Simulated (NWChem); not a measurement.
Program: NWChem. System: BCl, charge 0, spin multiplicity 1, at a geometry optimised with PBE0/def2-SVP. The structure started from a generated list of species. Level: CIS/def2-SVPD.

Job file:

```
start mol
memory heap 200 mb stack 900 mb global 1100 mb
geometry units angstroms nocenter noautoz
  B      0.000000     0.000000    -1.328511
  Cl     0.000000     0.000000     0.390738
  symmetry group C2v
end
basis spherical
  * library def2-svpd
end
dft
  xc hfexch
  semidirect memsize 60000000 filesize 0
  iterations 100
end
tddft
  cis
  nroots 8
  notriplet
  thresh 1e-4
end
task tddft energy
```

Part of the output:

```
             Northwest Computational Chemistry Package (NWChem) 7.3.0
             --------------------------------------------------------

                                NWChem Input Module
                                -------------------

 Scaling coordinates for geometry "geometry" by  1.889725989
 (inverse scale =  0.529177249)

 Turning off AUTOSYM since
 SYMMETRY directive was detected!

                             Geometry "geometry" -> ""
                             -------------------------

 Output coordinates in angstroms (scale by  1.889725989 to convert to a.u.)

  No.       Tag          Charge          X              Y              Z
 ---- ---------------- ---------- -------------- -------------- --------------
    1 B                    5.0000     0.00000000     0.00000000    -1.32851100
    2 Cl                  17.0000     0.00000000     0.00000000     0.39073800

 Effective nuclear repulsion energy (a.u.)      26.1626245907

            Nuclear Dipole moment (a.u.)
            ----------------------------
        X                 Y               Z
 ---------------- ---------------- ----------------
     0.0000000000     0.0000000000    -0.0000170075

      Symmetry information
      --------------------

 Group name             C2v
 Group number             16
 Group order               4
 No. of unique centers     2

      Symmetry unique atoms

     1    2


 Summary of "ao basis" -> "" (spherical)
 ------------------------------------------------------------------------------
       Tag                 Description            Shells   Functions and Types
 ---------------- ------------------------------  ------  ---------------------
 *                         def2-svpd                  on all atoms

  xc_inp: hfexch multiplicative factor not found.

                                 NWChem DFT Module
                                 -----------------

 Summary of "ao basis" -> "ao basis" (spherical)
 ------------------------------------------------------------------------------
       Tag                 Description            Shells   Functions and Types
 ---------------- ------------------------------  ------  ---------------------
 B                         def2-svpd                 8       20   4s2p2d
 Cl                        def2-svpd                11       27   5s4p2d

 Summary of "ao basis" -> "ao basis" (spherical)
 ------------------------------------------------------------------------------
       Tag                 Description            Shells   Functions and Types
 ---------------- ------------------------------  ------  ---------------------
 B                         def2-svpd                 8       20   4s2p2d
 Cl                        def2-svpd                11       27   5s4p2d

      Symmetry analysis of basis
      --------------------------

        a1         23
        a2          4
        b1         10
        b2         10

            General Information
            -------------------
          SCF calculation type: DFT
          Wavefunction type:  closed shell.
          No. of atoms     :     2
          No. of electrons :    22
           Alpha electrons :    11
            Beta electrons :    11
          Charge           :     0
          Spin multiplicity:     1
          Use of symmetry is: off; symmetry adaption is: on
          Maximum number of iterations: 100
          AO basis - number of functions:    47
                     number of shells:    19
          Convergence on energy requested:  1.00D-06
          Convergence on density requested:  1.00D-05
          Convergence on gradient requested:  5.00D-04

              XC Information
              --------------
                     Hartree-Fock (Exact) Exchange  1.000

          Convergence Information
          -----------------------
          Convergence aids based upon iterative change in
          total energy or number of iterations.
          Levelshifting, if invoked, occurs when the
          HOMO/LUMO gap drops below (HL_TOL):  1.00D-02
          DIIS, if invoked, will attempt to extrapolate
          using up to (NFOCK): 10 stored Fock matrices.

                    Damping( 0%)  Levelshifting(0.5)       DIIS
                  --------------- ------------------- ---------------
          dE  on:    start            ASAP                start
          dE off:    2 iters        100 iters           100 iters

      Screening Tolerance Information
      -------------------------------
          Density screening/tol_rho:  1.00D-10
          AO Gaussian exp screening on grid/accAOfunc:  14
          CD Gaussian exp screening on grid/accCDfunc:  20
          XC Gaussian exp screening on grid/accXCfunc:  20
          Schwarz screening/accCoul:  1.00D-08

      Superposition of Atomic Density Guess
      -------------------------------------

 Sum of atomic energies:        -483.83374379

      Non-variational initial energy
      ------------------------------

 Total energy =    -484.108141
 1-e energy   =    -718.808880
 2-e energy   =     208.538114
 HOMO         =      -0.263174
 LUMO         =       0.019392

      Symmetry analysis of molecular orbitals - initial
      -------------------------------------------------

 !! scf_movecs_sym_adapt:   28 vectors were symmetry contaminated

  Symmetry fudging

 !! scf_movecs_sym_adapt:   26 vectors were symmetry contaminated

  Numbering of irreducible representations:

     1 a1          2 a2          3 b1          4 b2

  Orbital symmetries:

     1 a1          2 a1          3 a1          4 b1          5 b2
     6 a1          7 a1          8 a1          9 b2         10 b1
[...]
     Electric Quadrupole                           0.0000004754
     Magnetic Dipole                               0.0000032165
     Total Oscillator Strength                     0.1124820439

          sigma_e =   1.4627 Angstrom
          sigma_h =   1.3801 Angstrom
         |d_h->e| =   0.4081 Angstrom
            d_exc =   2.0332 Angstrom
            d_CD1 =   0.4907 Angstrom
            d_CD2 =  -1.0133 Angstrom
            d_CD3 =   2.4414 Angstrom
     Pearson C.C. =   0.0190

     Occ.    8  a1  ---  Virt.   12  b1      -0.07148
     Occ.   11  a1  ---  Virt.   12  b1      -0.95788
     Occ.   11  a1  ---  Virt.   16  b1      -0.19528
     Occ.   11  a1  ---  Virt.   22  b1      -0.10806
     Occ.   11  a1  ---  Virt.   31  b1      -0.13162
  ----------------------------------------------------------------------------
  Root   2 singlet b2             0.171596340 a.u.                4.6694 eV
  ----------------------------------------------------------------------------
     Transition Moments    X  0.00000   Y  0.99158   Z -0.00000
     Transition Moments   XX  0.00000  XY  0.00000  XZ -0.00000
     Transition Moments   YY  0.00000  YZ -4.20349  ZZ -0.00000
     Dipole Oscillator Strength                    0.1124783520
     Electric Quadrupole                           0.0000004754
     Magnetic Dipole                               0.0000032165
     Total Oscillator Strength                     0.1124820439

          sigma_e =   1.4627 Angstrom
          sigma_h =   1.3801 Angstrom
         |d_h->e| =   0.4081 Angstrom
            d_exc =   2.0332 Angstrom
            d_CD1 =   0.4907 Angstrom
            d_CD2 =  -1.0133 Angstrom
            d_CD3 =   2.4414 Angstrom
     Pearson C.C. =   0.0190

     Occ.    8  a1  ---  Virt.   13  b2       0.07148
     Occ.   11  a1  ---  Virt.   13  b2       0.95788
     Occ.   11  a1  ---  Virt.   17  b2       0.19528
     Occ.   11  a1  ---  Virt.   23  b2      -0.10806
     Occ.   11  a1  ---  Virt.   30  b2       0.13162
  ----------------------------------------------------------------------------
  Root   3 singlet a1             0.301135598 a.u.                8.1943 eV
  ----------------------------------------------------------------------------
     Transition Moments    X -0.00000   Y  0.00000   Z -0.72914
     Transition Moments   XX  2.08805  XY  0.00000  XZ  0.00000
     Transition Moments   YY  2.08805  YZ -0.00000  ZZ  3.59684
     Dipole Oscillator Strength                    0.1067327789
     Electric Quadrupole                           0.0000001103
     Magnetic Dipole                               0.0000000000
     Total Oscillator Strength                     0.1067328893

          sigma_e =   2.9550 Angstrom
          sigma_h =   1.3255 Angstrom
         |d_h->e| =   0.1215 Angstrom
            d_exc =   3.2217 Angstrom
            d_CD1 =   1.7510 Angstrom
            d_CD2 =  -2.0187 Angstrom
            d_CD3 =   3.3432 Angstrom
     Pearson C.C. =   0.0159

     Occ.   11  a1  ---  Virt.   14  a1      -0.74783
     Occ.   11  a1  ---  Virt.   15  a1       0.63562
     Occ.   11  a1  ---  Virt.   21  a1      -0.12290
     Occ.   11  a1  ---  Virt.   24  a1       0.08156
     Occ.   11  a1  ---  Virt.   32  a1      -0.06230
  ----------------------------------------------------------------------------
  Root   4 singlet a1             0.318380131 a.u.                8.6636 eV
  ----------------------------------------------------------------------------
     Transition Moments    X -0.00000   Y  0.00000   Z  0.00000
     Transition Moments   XX  0.30272  XY  0.00000  XZ  0.00000
     Transition Moments   YY -0.30271  YZ -0.00000  ZZ  0.00001
     Dipole Oscillator Strength                    0.0000000000
     Electric Quadrupole                           0.0000000157
     Magnetic Dipole                               0.0000000000
     Total Oscillator Strength                     0.0000000158

          sigma_e =   1.5669 Angstrom
          sigma_h =   1.1279 Angstrom
         |d_h->e| =   1.1721 Angstrom
            d_exc =   2.2540 Angstrom
            d_CD1 =   1.6112 Angstrom
            d_CD2 =  -0.1753 Angstrom
            d_CD3 =   3.4261 Angstrom
     Pearson C.C. =   0.0059

     Occ.    9  b2  ---  Virt.   13  b2      -0.68403
     Occ.    9  b2  ---  Virt.   17  b2      -0.11660
     Occ.    9  b2  ---  Virt.   23  b2       0.11934
     Occ.   10  b1  ---  Virt.   12  b1       0.68404
     Occ.   10  b1  ---  Virt.   16  b1       0.11659
     Occ.   10  b1  ---  Virt.   22  b1       0.11934
  ----------------------------------------------------------------------------
  Root   5 singlet a1             0.324522598 a.u.                8.8307 eV
  ----------------------------------------------------------------------------
     Transition Moments    X  0.00000   Y -0.00000   Z  1.19733
     Transition Moments   XX  0.83064  XY -0.00000  XZ -0.00000
     Transition Moments   YY  0.83063  YZ  0.00000  ZZ -5.73652
     Dipole Oscillator Strength                    0.3101580955
     Electric Quadrupole                           0.0000026164
     Magnetic Dipole                               0.0000000000
     Total Oscillator Strength                     0.3101607118

          sigma_e =   2.8128 Angstrom
          sigma_h =   1.4271 Angstrom
         |d_h->e| =   1.1875 Angstrom
            d_exc =   3.3456 Angstrom
            d_CD1 =   2.5732 Angstrom
            d_CD2 =  -0.9324 Angstrom
            d_CD3 =   4.5331 Angstrom
     Pearson C.C. =   0.0207

     Occ.    8  a1  ---  Virt.   14  a1      -0.05245
     Occ.    8  a1  ---  Virt.   24  a1      -0.05083
     Occ.    9  b2  ---  Virt.   13  b2       0.17166
     Occ.   10  b1  ---  Virt.   12  b1       0.17166
     Occ.   11  a1  ---  Virt.   14  a1      -0.49221
     Occ.   11  a1  ---  Virt.   15  a1      -0.54537
     Occ.   11  a1  ---  Virt.   18  a1      -0.56051
     Occ.   11  a1  ---  Virt.   21  a1       0.23668
     Occ.   11  a1  ---  Virt.   24  a1      -0.09902
     Occ.   11  a1  ---  Virt.   29  a1      -0.09703
  ----------------------------------------------------------------------------
  Root   6 singlet b1             0.345990820 a.u.                9.4149 eV
  ----------------------------------------------------------------------------
     Transition Moments    X -0.64303   Y -0.00000   Z  0.00000
     Transition Moments   XX  0.00000  XY -0.00000  XZ  1.64951
     Transition Moments   YY  0.00000  YZ  0.00000  ZZ -0.00000
     Dipole Oscillator Strength                    0.0953737918
     Electric Quadrupole                           0.0000006001
     Magnetic Dipole                               0.0000003865
     Total Oscillator Strength                     0.0953747784

          sigma_e =   3.2103 Angstrom
          sigma_h =   1.3496 Angstrom
         |d_h->e| =   1.6322 Angstrom
            d_exc =   3.8310 Angstrom
            d_CD1 =   3.4929 Angstrom
            d_CD2 =  -0.6477 Angstrom
            d_CD3 =   5.4631 Angstrom
     Pearson C.C. =   0.0132

     Occ.   11  a1  ---  Virt.   12  b1      -0.22539
     Occ.   11  a1  ---  Virt.   16  b1       0.95392
     Occ.   11  a1  ---  Virt.   22  b1       0.13176
     Occ.   11  a1  ---  Virt.   31  b1       0.13317
  ----------------------------------------------------------------------------
  Root   7 singlet b2             0.345990820 a.u.                9.4149 eV
  ----------------------------------------------------------------------------
     Transition Moments    X -0.00000   Y  0.64303   Z -0.00000
     Transition Moments   XX -0.00000  XY  0.00000  XZ  0.00000
     Transition Moments   YY -0.00000  YZ -1.64951  ZZ  0.00000
     Dipole Oscillator Strength                    0.0953737918
     Electric Quadrupole                           0.0000006001
     Magnetic Dipole                               0.0000003865
     Total Oscillator Strength                     0.0953747784

          sigma_e =   3.2103 Angstrom
          sigma_h =   1.3496 Angstrom
         |d_h->e| =   1.6322 Angstrom
            d_exc =   3.8310 Angstrom
            d_CD1 =   3.4929 Angstrom
            d_CD2 =  -0.6477 Angstrom
            d_CD3 =   5.4631 Angstrom
     Pearson C.C. =   0.0132

     Occ.   11  a1  ---  Virt.   13  b2       0.22539
     Occ.   11  a1  ---  Virt.   17  b2      -0.95392
     Occ.   11  a1  ---  Virt.   23  b2       0.13176
     Occ.   11  a1  ---  Virt.   30  b2      -0.13317
  ----------------------------------------------------------------------------
  Root   8 singlet a1             0.356065057 a.u.                9.6890 eV
  ----------------------------------------------------------------------------
     Transition Moments    X -0.00000   Y -0.00000   Z -0.68591
     Transition Moments   XX -0.07447  XY -0.00000  XZ  0.00000
     Transition Moments   YY -0.07458  YZ  0.00000  ZZ  5.31449
     Dipole Oscillator Strength                    0.1116781162
     Electric Quadrupole                           0.0000023271
     Magnetic Dipole                               0.0000000000
     Total Oscillator Strength                     0.1116804433

          sigma_e =   3.1258 Angstrom
          sigma_h =   1.4689 Angstrom
         |d_h->e| =   0.6615 Angstrom
            d_exc =   3.4886 Angstrom
            d_CD1 =   2.3184 Angstrom
            d_CD2 =  -1.6359 Angstrom
            d_CD3 =   4.1501 Angstrom
     Pearson C.C. =   0.0213

     Occ.    8  a1  ---  Virt.   15  a1      -0.05802
     Occ.    8  a1  ---  Virt.   21  a1       0.06457
     Occ.    9  b2  ---  Virt.   13  b2       0.24873
     Occ.    9  b2  ---  Virt.   17  b2       0.08909
     Occ.   10  b1  ---  Virt.   12  b1       0.24873
     Occ.   10  b1  ---  Virt.   16  b1       0.08909
     Occ.   11  a1  ---  Virt.   14  a1      -0.27038
     Occ.   11  a1  ---  Virt.   15  a1      -0.26139
     Occ.   11  a1  ---  Virt.   18  a1       0.77423
     Occ.   11  a1  ---  Virt.   21  a1       0.17731
     Occ.   11  a1  ---  Virt.   24  a1      -0.25967
     Occ.   11  a1  ---  Virt.   33  a1       0.08504

              Target root =      1
          Target symmetry = none
      Ground state energy =   -483.966880146262
        Excitation energy =      0.171596339713
     Excited state energy =   -483.795283806548

  stored tddft:energy   -483.79528380654847

 Task  times  cpu:        5.6s     wall:        5.6s

 Total times  cpu:        5.6s     wall:        5.6s
```
